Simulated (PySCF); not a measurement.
From one molecule to another.

First species: C7H7F.
Cartesian coordinates in Å at the PBE0-D3(BJ)/def2-SVP level; atoms count from 1:
```xyz
15
C7H7F angstrom
C      2.3755   -0.1453   -0.0377
C      0.8837    0.0137    0.0328
C      0.0463   -1.0943    0.2106
C     -1.3396   -0.9611    0.2505
C     -1.8965    0.3037    0.1120
F     -3.2225    0.4427    0.1556
C     -1.0994    1.4270   -0.0650
C      0.2844    1.2719   -0.1021
H      2.7178   -1.0026    0.5598
H      2.7087   -0.3159   -1.0752
H      2.8943    0.7527    0.3279
H      0.4876   -2.0882    0.3240
H     -1.9948   -1.8224    0.3923
H     -1.5693    2.4070   -0.1665
H      0.9145    2.1553   -0.2367
```

Second species: C5H9F3O.
SMILES: `CC(C)OCC(F)(F)F`

Levels: CAM-B3LYP/def2-SVPD for dipole moment, HOMO energy, LUMO energy, HOMO–LUMO gap, static isotropic polarisability and electronic spatial extent ⟨r²⟩ about the centre of nuclear charge; TDDFT CAM-B3LYP/def2-SVPD for lowest singlet excitation; TDA CAM-B3LYP/def2-SVPD for lowest triplet excitation (Tamm–Dancoff); ΔSCF CAM-B3LYP/def2-SVPD for vertical ionisation energy; PBE0-D3(BJ)/def2-SVP for rotational constant A and rotational constant C. Geometries: PBE0-D3(BJ)/def2-SVP. All species are isolated and taken at one optimised geometry, non-relativistic unless stated. Electronic properties by PySCF.

Dipoles, sizes and rotational constants follow the conformer. The torsions of the flexible species, by atom-mapped SMILES:
- `[CH3:1][CH:2]([CH3:3])[O:4][CH2:5][C:6]([F:7])([F:8])[F:9]`: C1–C2–O4–C5 -122°, C2–O4–C5–C6 -77°, O4–C5–C6–F7 -50°

(1) Which has the higher HOMO energy?

(2) Which of the two has the higher HOMO–LUMO gap, and by how much?

(3) Which of the two has the higher dipole moment, and by how much?

(4) Which of the two has the higher ⟨r²⟩, and by how much?

(5) Which has the higher rotational constant C?

(6) Which has the higher T1 energy?

(7) Which of the two has the higher LUMO energy, and by how much?

(8) Which has the higher vertical ionisation energy?

## Answers

(1) The first: -8.14 eV against -9.48 eV, a difference of 1.34 eV.

(2) The second: 10.68 eV against 8.66 eV, a difference of 2.02 eV.

(3) The second: 2.15 D against 1.97 D, a difference of 0.18 D.

(4) The second: 1355 bohr² against 990 bohr², a difference of 365 bohr².

(5) The first: 1.145 GHz against 0.886 GHz, a difference of 0.259 GHz.

(6) The second: 7.54 eV against 4.03 eV, a difference of 3.51 eV.

(7) The second: 1.20 eV against 0.52 eV, a difference of 0.68 eV.

(8) The second: 10.25 eV against 8.88 eV, a difference of 1.37 eV.

On the first: The polarisability is 11.93 Å³ as a volume (1 au = 0.148185 Å³), or 1.39 au for each of the 58 electrons. The 10 singlets span 5.27 to 7.85 eV, and their oscillator strengths add up to 1.23.

On the second: The dipole matches unit charges of opposite sign 0.45 Å apart (1 e·Å = 4.8032 D).
